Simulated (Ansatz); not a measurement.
`C=C(Cl)S[SiH3]` + `[SiH3]P` → `[SiH3]P[SiH3]` + `C=C(S)Cl`  (ligand exchange at the Si–S bond)

Isolated molecules relaxed with PBE0-D4/def2-TZVP in Ansatz; ΔE leaves out vibrations. CCSD(T)/CBS is the MP2 limit (def2-TZVPP, def2-QZVPP) plus CCSD(T) − MP2 in def2-TZVPP, frozen cores. This one scheme is used for every species. Functionals use def2-TZVPP. B3LYP here is the variant with VWN-RPA as its local correlation; programs differ in this. One conformer a species, not always the lowest.

| level | ΔE (kJ/mol) | difference from CCSD(T)/CBS |
| --- | --- | --- |
| PBE-D4 | 21.6 | -5.1 |
| r2SCAN-D4 | 24.8 | -1.9 |
| PBE0-D4 | 22.4 | -4.3 |
| B3LYP-D4 | 27.6 | 0.9 |
| ωB97X-V | 26.5 | -0.2 |
| ωB97M-V | 28.2 | 1.5 |
| B2PLYP | 28.0 | 1.3 |
| PBE | 20.9 | -5.8 |
| r2SCAN | 24.5 | -2.2 |
| PBE0 | 21.8 | -4.9 |
| B3LYP | 26.6 | -0.1 |
| HF/def2-TZVPP | 31.0 | 4.3 |
| MP2/def2-TZVPP | 29.0 | 2.3 |
| SCS-MP2/def2-TZVPP | 29.7 | 3.0 |
| CCSD/def2-TZVPP | 26.5 | -0.2 |
| CCSD(T)/def2-TZVPP | 26.3 | -0.4 |
| HF/def2-QZVPP | 31.0 | 4.3 |
| MP2/def2-QZVPP | 29.2 | 2.5 |
| SCS-MP2/def2-QZVPP | 29.9 | 3.2 |
| HF/CBS(def2) | 31.0 | 4.3 |
| MP2/CBS(def2) | 29.4 | 2.7 |
| CCSD/CBS(def2) | 27.0 | 0.3 |
| CCSD(T)/CBS | 26.7 | 0 |

Largest T1 diagnostic among the species: 0.013.
